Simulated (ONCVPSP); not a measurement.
**Pseudopotential generation for Co (Z = 27): ONCV, PBEsol, scalar-relativistic.**

ONCVPSP 4.0.1 was run on this input:

```
# ATOM AND REFERENCE CONFIGURATION
# atsym  z   nc   nv     iexc    psfile
  Co 27.00    5    2  -116133      upf
#
#   n    l    f
    1    0    2.00
    2    0    2.00
    2    1    6.00
    3    0    2.00
    3    1    6.00
    3    2    7.00
    4    0    2.00
#
# PSEUDOPOTENTIAL AND OPTIMIZATION
# lmax
    2
#
#   l,   rc,      ep,       ncon, nbas, qcut
    0    2.40    0.00    4    7    2.40
    1    2.30    0.02    3    7    4.30
    2    1.40    0.00    4    8   12.80
#
# LOCAL POTENTIAL
# lloc, lpopt,  rc(5),   dvloc0
    4    5    1.25    0.00
#
# VANDERBILT-KLEINMAN-BYLANDER PROJECTORs
# l, nproj, debl
    0    2    1.70
    1    2    3.90
    2    2    2.50
#
# MODEL CORE CHARGE
# icmod, fcfact, rcfact
    0    0.00    0.00
#
# LOG DERIVATIVE ANALYSIS
# epsh1, epsh2, depsh
   -2.00    5.00    0.02
#
# OUTPUT GRID
# rlmax, drl
    6.00    0.01
#
# TEST CONFIGURATIONS
# ncnf
    4
# nvcnf
#   n    l    f
    2
    3    2    7.00
    4    0    1.00
#
    2
    3    2    7.00
    4    0    0.00
#
    2
    3    2    6.00
    4    0    0.00
#
    3
    3    2    7.00
    4    0    0.00
    4    1    1.00
#
```

Command:

```bash
oncvpsp.x < Co.dat > Co.out
```

Resulting log (shortened: citation, most of the input echo, consistency checks and plot data are left out):

```
ONCVPSP  (Optimized Norm-Conservinng Vanderbilt PSeudopotential)
scalar-relativistic version 4.0.1

#   n    l    f        energy (Ha)
    1    0    2.00    -2.7876397E+02
    2    0    2.00    -3.3003638E+01
    2    1    6.00    -2.8276911E+01
    3    0    2.00    -3.7534896E+00
    3    1    6.00    -2.4074667E+00
    3    2    7.00    -3.0244096E-01
    4    0    2.00    -2.0173199E-01

Reference configufation results
  iterations    31
  all-electron total energy (Ha)   -1.39190198D+03

Begin loop to  construct optimized pseudo wave functions
and semi-local pseudopoentials for all angular momenta

   Wellstate for l =  0  n =  6
     eigenvalue =   1.4983
     asymptotic potential =   1.9983
     half-point radius =  4.8622

Calculating optimized projector #   1

 for l=   0

    Fraction of norm inside rc  0.381823
    Optimizing pswf for qcut=   2.41 a_B^-1,  ecut=   2.90 Ha
    Residual kinetic energy error=  4.87D-03 Ha

    Energy error per electron        Cutoff
         Ha          eV             Ha
         0.01000     0.27211        2.22
         0.00100     0.02721        8.87
         0.00010     0.00272       19.27
         0.00001     0.00027       23.11

Calculating optimized projector #   2

 for l=   0

    Fraction of norm inside rc  0.136675
    Optimizing pswf for qcut=   2.41 a_B^-1,  ecut=   2.90 Ha
    Residual kinetic energy error=  9.15D-02 Ha

    Energy error per electron        Cutoff
         Ha          eV             Ha
         0.01000     0.27211        4.46
         0.00100     0.02721       17.19
         0.00010     0.00272       24.66
         0.00001     0.00027       28.45

WARNING wellstate: moderately localized bound state found for n= 4 l=  1
WARNING scattering state with energy  0.05000000
WARNING will be used for the first projector

   Wellstate for l =  1  n =  4
     eigenvalue =   0.0500
     asymptotic potential =   0.5500
     half-point radius =  4.5307

   Wellstate for l =  1  n =  7
     eigenvalue =   3.9500
     asymptotic potential =   4.4500
     half-point radius =  4.2025

Calculating optimized projector #   1

 for l=   1

    Fraction of norm inside rc  0.268777
    Optimizing pswf for qcut=   4.29 a_B^-1,  ecut=   9.21 Ha
    Residual kinetic energy error=  1.19D-06 Ha

    Energy error per electron        Cutoff
         Ha          eV             Ha
         0.01000     0.27211        1.19
         0.00100     0.02721        4.44
         0.00010     0.00272        6.56
         0.00001     0.00027        8.08

Calculating optimized projector #   2

 for l=   1

    Fraction of norm inside rc  0.137059
    Optimizing pswf for qcut=   4.29 a_B^-1,  ecut=   9.21 Ha
    Residual kinetic energy error=  1.99D-03 Ha

    Energy error per electron        Cutoff
         Ha          eV             Ha
         0.01000     0.27211        8.23
         0.00100     0.02721        9.68
         0.00010     0.00272       21.56
         0.00001     0.00027       40.00

   Wellstate for l =  2  n =  5
     eigenvalue =   2.1976
     asymptotic potential =   2.6976
     half-point radius =  3.3820

Calculating optimized projector #   1

 for l=   2

    Fraction of norm inside rc  0.772696
    Optimizing pswf for qcut=  12.79 a_B^-1,  ecut=  81.81 Ha
    Residual kinetic energy error=  2.09D-07 Ha

    Energy error per electron        Cutoff
         Ha          eV             Ha
         0.01000     0.27211       47.69
         0.00100     0.02721       57.20
         0.00010     0.00272       64.91
         0.00001     0.00027       71.06

Calculating optimized projector #   2

 for l=   2

    Fraction of norm inside rc  0.087552
    Optimizing pswf for qcut=  12.79 a_B^-1,  ecut=  81.81 Ha
    Residual kinetic energy error=  3.36D-07 Ha

    Energy error per electron        Cutoff
         Ha          eV             Ha
         0.01000     0.27211       46.44
         0.00100     0.02721       57.73
         0.00010     0.00272       66.74
         0.00001     0.00027       73.24

Construct Vanderbilt / Kleinmman-Bylander projectors

B matrix Hermiticity error, ll=   0
   1   2   -6.4029E-05

  Orthonormal projector coefficients  6.8289E+00  9.5764E-01

B matrix Hermiticity error, ll=   1
   1   2    1.0796E-04

  Orthonormal projector coefficients  5.2785E+00  5.5817E-01

B matrix Hermiticity error, ll=   2
   1   2   -2.3157E-04

  Orthonormal projector coefficients -1.1922E+01 -3.2272E+00

Pseudoatom total energy  -28.111301

Diagnostic tests using Vanderbilt-Kleinman-Bylander pseudopotentials
  1 or more projectors used as specified by nproj input data

   l    rcore       rmatch      e in        delta e   norm test  slope test

   0   2.4012219   2.4741282  -0.2017320  -0.0000006   1.0000093   1.0000214
   0   2.4012219   2.4741282   1.4982680   0.0000051   1.0000643   1.0000643

   1   2.3027481   2.3726645   0.0500000  -0.0000035   1.0000302   1.0000302
   1   2.3027481   2.3726645   3.9500000   0.0001097   1.0001857   1.0001857

   2   1.4015675   1.4441222  -0.3024410  -0.0000032   1.0001051   1.0001149
   2   1.4015675   1.4441222   2.1975590   0.0000489   1.0002031   1.0002031

 Testing for bound ghosts
   n   l    E NL Schr. Eq   E Basis Diag.   E Cutoff

   1   0       -0.201733       -0.198693     32.39

   2   1       -0.045860       -0.019454     41.51

   3   2       -0.302444       -0.299236    175.45

 Testing for highly-localized positive-energy ghosts
       l    <radius>/rc     E Basis Diag.   E Cutoff

       0        0.352151        0.827075     32.39  WARNING - GHOST(+)

       1        0.546813        5.238960     41.51  WARNING - GHOST(+)

Test configuration 0

   n   l     f        eae           eps        diff
   1   0  2.0000 -278.76397181
   2   0  2.0000  -33.00363803
   2   1  6.0000  -28.27691133
   3   0  2.0000   -3.75348965
   3   1  6.0000   -2.40746673
   3   2  7.0000   -0.30244096   -0.30244417   -3.21D-06
   4   0  2.0000   -0.20173199   -0.20173262   -6.25D-07

    Total energies and differences
      AE_ref= -1.39190198D+03  AE_tst= -1.39190198D+03  dif=  0.00D+00
      PS_ref= -2.81113010D+01  PS_tst= -2.81113010D+01  dif= -6.29D-13
      PSP excitation error=  6.29D-13

Test configuration 1

   n   l     f        eae           eps        diff
   1   0  2.0000 -279.09026526
   2   0  2.0000  -33.32272460
   2   1  6.0000  -28.59660549
   3   0  2.0000   -4.07783580
   3   1  6.0000   -2.73232393
   3   2  7.0000   -0.62431928   -0.62344033    8.79D-04
   4   0  1.0000   -0.46887389   -0.46903848   -1.65D-04

    Total energies and differences
      AE_ref= -1.39190198D+03  AE_tst= -1.39156955D+03  dif=  3.32D-01
      PS_ref= -2.81113010D+01  PS_tst= -2.77787298D+01  dif=  3.33D-01
      PSP excitation error= -1.40D-04

Test configuration 2

   n   l     f        eae           eps        diff
   1   0  2.0000 -279.46978424
   2   0  2.0000  -33.69111342
   2   1  6.0000  -28.96592460
   3   0  2.0000   -4.45274465
   3   1  6.0000   -3.10755214
   3   2  7.0000   -0.99352301   -0.99020346    3.32D-03

    Total energies and differences
      AE_ref= -1.39190198D+03  AE_tst= -1.39095592D+03  dif=  9.46D-01
      PS_ref= -2.81113010D+01  PS_tst= -2.71655710D+01  dif=  9.46D-01
      PSP excitation error=  3.29D-04

Test configuration 3

   n   l     f        eae           eps        diff
   1   0  2.0000 -280.20169538
   2   0  2.0000  -34.44499710
   2   1  6.0000  -29.71778738
   3   0  2.0000   -5.16071009
   3   1  6.0000   -3.80682645
   3   2  6.0000   -1.65852407   -1.66335461   -4.83D-03

    Total energies and differences
      AE_ref= -1.39190198D+03  AE_tst= -1.38963893D+03  dif=  2.26D+00
      PS_ref= -2.81113010D+01  PS_tst= -2.58485454D+01  dif=  2.26D+00
      PSP excitation error=  3.00D-04

Test configuration 4

   n   l     f        eae           eps        diff
   1   0  2.0000 -279.14774825
   2   0  2.0000  -33.37681311
   2   1  6.0000  -28.65082264
   3   0  2.0000   -4.13549872
   3   1  6.0000   -2.78999620
   3   2  7.0000   -0.67931620   -0.67981092   -4.95D-04
   4   1  1.0000   -0.30269972   -0.30269065    9.07D-06

    Total energies and differences
      AE_ref= -1.39190198D+03  AE_tst= -1.39137132D+03  dif=  5.31D-01
      PS_ref= -2.81113010D+01  PS_tst= -2.75804899D+01  dif=  5.31D-01
      PSP excitation error= -1.45D-04
```

The run took about 4.5 s on one core of a shared server CPU.
